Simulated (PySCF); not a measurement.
# One molecule, several mistakes: H3OSi2 anion

All numbers below are calculated, not measured. The program is PySCF 2.14.0, an open-source quantum chemistry code, run on an isolated molecule that a program drew, which may never have been made. The molecule is H3OSi2 anion (charge -1, singlet), drawn as the SMILES string `O=[SiH][SiH2-]`.

Each row is a Hartree-Fock (HF) and frozen-core CCSD(T) single point in the aug-cc-pV(D+d)Z basis, meant for a local HF minimum. Run 1 is clean. Each other run has one planted mistake out of seven kinds, and not every kind appears here: one electron removed, one electron added, multiplicity raised by two, geometry at a saddle point, minimal basis STO-3G, one bond length entered in bohr, all coordinates scaled. The reference is restricted for singlets and unrestricted otherwise, and also for a bond in bohr. Adding or removing an electron swaps singlet and doublet. Electrons count all cores. HOMO and LUMO are orbital energies over both spins, the gradient is its largest component, and the lowest frequency (negative if imaginary) is given only where the gradient is small. Bond lengths are over the 5 bonds as drawn. T1 is the CCSD diagnostic: over 0.02 (restricted) or 0.045 (unrestricted) a single reference is doubtful.

Geometry of the clean run:
```xyz
6
H3OSi2 anion, angstrom
O    -2.0318   -4.0261   -0.6374
Si   -1.9694   -2.5488   -0.2393
Si   -0.4392   -0.8276   -0.5627
H    -3.0193   -2.1413    0.7768
H    -0.0277   -1.0511   -2.0039
H    -1.4975    0.2534   -0.7356
```

```
run  electrons  basis functions  <S^2>  HOMO (eV)  LUMO (eV)  gradient (hartree/bohr)  lowest frequency (cm^-1)  mean bond (Å)  longest bond (Å)      T1  HF (hartree)  CCSD(T) (hartree)                     mistake
  1         40              114  0.000      -2.98       3.95                  3.1e-05                       203         1.6824             2.326  0.0228    -654.49702         -654.96926                    no fault
  2         40              114  0.000      -3.11       3.93                  4.8e-02                         -         1.7396             2.405  0.0243    -654.49124         -654.96879      all coordinates scaled
  3         39              114  0.772     -10.63      -1.15                  3.8e-02                         -         1.6824             2.326  0.0274    -654.42696         -654.86538        one electron removed
  4         40              114  2.018      -0.80       3.48                  3.5e-02                         -         1.6824             2.326  0.0292    -654.42936         -654.87856  multiplicity raised by two
  5         40              114  0.000      -2.12       3.88                  3.6e-05                      -389         1.6370             2.187  0.0202    -654.48510         -654.95642  geometry at a saddle point
  6         40               26  0.000       2.33      13.75                  3.9e-02                         -         1.6824             2.326  0.0228    -646.53298         -646.71071                           ?
```

**Which mistake was planted in run 6, and what did it cost?**

It has 26 basis functions where the clean run has 114, with the same electrons and geometry. So the mistake is: minimal basis STO-3G. Subtracting run 1 and multiplying by 627.51 kcal/mol a hartree, the energy moved by 4997.5 kcal/mol in HF and 5182.3 kcal/mol in CCSD(T).

Cautions from the logs. Run 1: T1 is over the limit, so its CCSD(T) energy is less reliable; run 2: T1 is over the limit, so its CCSD(T) energy is less reliable; run 5: T1 is over the limit, so its CCSD(T) energy is less reliable; run 6: T1 is over the limit, so its CCSD(T) energy is less reliable and the HOMO is above zero, so the electron isn't bound and the energy depends on the basis.
